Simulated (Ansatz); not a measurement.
dimethyl telluride (SMILES C[Te]C) moved off its minimum; all values from Ansatz (a program for electronic structure), cores frozen in correlated methods. Elements past Kr take the def2 small-core potentials, without spin–orbit coupling.
(charge 0, multiplicity 1)
```xyz
9

C      1.5672    -0.3717     1.0886
Te    -0.0427     0.0909    -0.2754
C     -1.5352    -0.5096     0.7990
H      1.5287    -1.4842     1.2533
H      2.4966    -0.0594     0.6454
H      1.3794     0.0984     1.9129
H     -1.5359    -1.5700     1.0001
H     -2.5290    -0.3512     0.3316
H     -1.5614    -0.1231     1.7698
```

Task: Give the forces (eV/Å), the total energy and the dipole at CCSD(T)/def2-TZVPPD.

Result: 
```json
[
 {"atom": "C1", "Fx": "0.047", "Fy": "-4.123", "Fz": "-4.386"},
 {"atom": "Te2", "Fx": "3.572", "Fy": "1.794", "Fz": "-3.171"},
 {"atom": "C3", "Fx": "-4.040", "Fy": "-2.450", "Fz": "1.623"},
 {"atom": "H4", "Fx": "0.329", "Fy": "1.074", "Fz": "-0.156"},
 {"atom": "H5", "Fx": "0.290", "Fy": "0.013", "Fz": "-0.226"},
 {"atom": "H6", "Fx": "-0.930", "Fy": "2.864", "Fz": "5.027"},
 {"atom": "H7", "Fx": "0.196", "Fy": "-0.684", "Fz": "-0.250"},
 {"atom": "H8", "Fx": "0.685", "Fy": "0.307", "Fz": "0.065"},
 {"atom": "H9", "Fx": "-0.149", "Fy": "1.205", "Fz": "1.474"}
]
```
Energy -346.7837 hartree, dipole 1.56 D.
